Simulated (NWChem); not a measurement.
All runs are NWChem calculations. System: GeI₂, charge 0, spin multiplicity 1, at a geometry optimised with B3LYP/def2-SVP with def2 effective core potentials on I. The structure started from a generated list of species. Level: MP2/def2-TZVP with def2 effective core potentials on I, 17 core orbitals frozen.

Input file:

```
start mol
memory heap 200 mb stack 900 mb global 1100 mb
geometry units angstroms nocenter noautoz
  Ge     0.000000     0.000000     1.227102
  I     -2.041421     0.000000    -0.370446
  I      2.041421     0.000000    -0.370446
  symmetry group C2v
end
basis spherical
  * library def2-tzvp
end
ecp
  I library def2-ecp
end
scf
  rhf
  nopen 0
  maxiter 100
  thresh 1e-7
  semidirect memsize 60000000 filesize 0
end
mp2
  freeze core 17
end
task mp2 energy
```

NWChem printed:

```
             Northwest Computational Chemistry Package (NWChem) 7.3.0
             --------------------------------------------------------

                                NWChem Input Module
                                -------------------

 Scaling coordinates for geometry "geometry" by  1.889725989
 (inverse scale =  0.529177249)

 Turning off AUTOSYM since
 SYMMETRY directive was detected!

                             Geometry "geometry" -> ""
                             -------------------------

 Output coordinates in angstroms (scale by  1.889725989 to convert to a.u.)

  No.       Tag          Charge          X              Y              Z
 ---- ---------------- ---------- -------------- -------------- --------------
    1 Ge                  32.0000     0.00000000     0.00000000     1.22710200
    2 I                   53.0000    -2.04142100     0.00000000    -0.37044600
    3 I                   53.0000     2.04142100     0.00000000    -0.37044600

 Effective nuclear repulsion energy (a.u.)    1056.5216748717

            Nuclear Dipole moment (a.u.)
            ----------------------------
        X                 Y               Z
 ---------------- ---------------- ----------------
     0.0000000000     0.0000000000    -0.0000226767

      Symmetry information
      --------------------

 Group name             C2v
 Group number             16
 Group order               4
 No. of unique centers     2

      Symmetry unique atoms

     1    2


 Summary of "ao basis" -> "" (spherical)
 ------------------------------------------------------------------------------
       Tag                 Description            Shells   Functions and Types
 ---------------- ------------------------------  ------  ---------------------
 *                         def2-tzvp                  on all atoms

 Summary of "ao basis" -> "ao basis" (spherical)
 ------------------------------------------------------------------------------
       Tag                 Description            Shells   Functions and Types
 ---------------- ------------------------------  ------  ---------------------
[...]
     1   1 0 0     -0.000000      0.000000      0.000000
     1   0 1 0     -0.000000      0.000000      0.000000
     1   0 0 1      0.740856      0.000000     39.202298

     2   2 0 0    -56.565685      0.000000    744.102617
     2   1 1 0     -0.000000      0.000000      0.000000
     2   1 0 1     -0.000000      0.000000      0.000000
     2   0 2 0    -52.391116      0.000000      0.000000
     2   0 1 1      0.000000      0.000000      0.000000
     2   0 0 2    -52.382545      0.000000    196.574414

                   NWChem MP2 Semi-direct Energy/Gradient Module
                   ---------------------------------------------

  Basis functions       =    148
  Molecular orbitals    =    148
  Frozen core           =     17
  Frozen virtuals       =      0
  Active alpha occupied =     24
  Active beta occupied  =     24
  Active alpha virtual  =    107
  Active beta virtual   =    107
  Use MO symmetry       = T
  Use skeleton AO sym   = T

  AO/Fock/Back tols     =   1.0D-09  1.0D-09  1.0D-09

 GA uses MA = F    GA memory limited = T

 Available:
  local mem=  1.26D+08
 global mem=  1.44D+08
 local disk=  0.00D+00
  mp2_memr nvloc                   107
  nvloc new                   107
   1 passes of  24:        5242880                     173032                  87593969.
   1 passes of  24: M    126134669           G      144135392           F     120891789.

 Semi-direct pass number   1 of   1  for RHF alpha+beta  at       12.2s
  vrange nnbf                 10028
  mp2_eaftype                   334  avail_ma_in_mb                  1099
 EAF : mp2_eaftype filesize         334   43796984.
  mp2_eaf for mointskh                    334
Node 0 wrote    206.0 Mb in      0.1 s     Agg I/O rate:  1652.3 Mb/s
 Done moints_semi at       43.8s
  mp2_eaftype                   334  avail_ma_in_mb                   765
 EAF : mp2_eaftype filesize         334   43796984.
  mp2_eaf for kh                   334
 Done maket at       45.1s
 Done multipass loop at       45.1s

          -------------------------------------------
          SCF energy               -2668.772834228876
          Correlation energy          -1.212119786165
          Singlet pairs               -0.554460457601
          Triplet pairs               -0.657659328564
          Total MP2 energy         -2669.984954015041
          -------------------------------------------

          ---------------------------------------------------
                    Spin Component Scaled (SCS) MP2
          Same spin pairs                     -0.438439552376
          Same spin scaling factor             0.333333333333
          Opposite spin pairs                 -0.773680233789
          Opposite spin scaling fact.          1.200000000000
          SCS-MP2 correlation energy          -1.074562798006
          Total SCS-MP2 energy             -2669.847397026881
          ---------------------------------------------------

 -----------------------
 Performance information
 -----------------------

 Timer overhead =  2.26D-07 seconds/call

               Nr. of calls         CPU time (s)                 Wall time (s)                GFlops
             ---------------    -------------------     ------------------------------   -------------------
Name         Min   Avg   Max    Min     Avg     Max     Min     Avg     Max   Mx/calls   Min     Max     Sum
mp2: moin     1     1     1    32.     32.     32.      32.     32.     32.     32.      0.0     0.0     0.0
mp2: make     1     1     1    1.3     1.3     1.3      1.3     1.3     1.3     1.3      0.0     0.0     0.0
mp2: tota     1     1     1    33.     33.     33.      33.     33.     33.     33.      0.0     0.0     0.0

 The average no. of pstat calls per process was 3.00D+00
 with a timing overhead of 6.79D-07s

 Task  times  cpu:       45.1s     wall:       45.1s

 Total times  cpu:       45.1s     wall:       45.1s
```
